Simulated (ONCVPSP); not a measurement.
## Hg (Z = 80), ONCV: configuration errors across variants

mercury, optimised norm-conserving Vanderbilt (ONCV), made with ONCVPSP 4.0.1 (PBE, scalar-relativistic). Core [Kr] 4d10 4f14, reference 5s2 5p6 5d10 6s2. Waves: 5s+6s: rc 1.45 bohr, ncon 4, nbas 7, qcut 9.6 1/bohr, 2 projectors; 5p: rc 1.65 bohr, ncon 4, nbas 7, qcut 6.4 1/bohr, 2 projectors, debl 1.3 Ha; 5d: rc 1.70 bohr, ncon 4, nbas 8, qcut 8.6 1/bohr, 2 projectors, debl 2 Ha. Local part: polynomial inside 1.45 bohr (lpopt 1, dvloc0 0 Ha). Core correction: Teter function, fcfact 3, rcfact 1.1.

In the p channel the program set the typed energies aside and used -2.444, 0.250 Ha.

All-electron excitation energies from the reference (eV): (1) 5s2 5p6 5d10 6s1 10.688; (2) 5s2 5p6 5d10 6s0 29.663; (3) 5s2 5p6 5d9 6s0 65.190; (4) 5s1 5p6 5d10 6s2 125.530.

Errors AE − PS in meV (a dash: test not solved or not reliable):

```tsv
change	(1)	(2)	(3)	(4)	bound ghosts	GHOST(+) flags above zero
base	-4.3	-13	-19	-263	none	none
core correction Teter function, fcfact 3, rcfact 0.96	-4.4	-13	-19	-257	none	none
core correction Teter function, fcfact 3, rcfact 1.24	-4.4	-13	-19	-269	none	none
core correction Teter function, fcfact 3, rcfact 1.38	-4.5	-14	-19	-272	none	none
core correction Teter function, fcfact 3, rcfact 1.54	-5.1	-17	-22	-278	none	none
core correction Teter function, fcfact 3, rcfact 1.82	-7.5	-32	-58	-283	none	none
```

Problem. Give the same row for: core correction Teter function, fcfact 3, rcfact 1.94.

Solution. -10, -50, -105, -286; bound ghosts: none; GHOST(+) flags above zero: none.
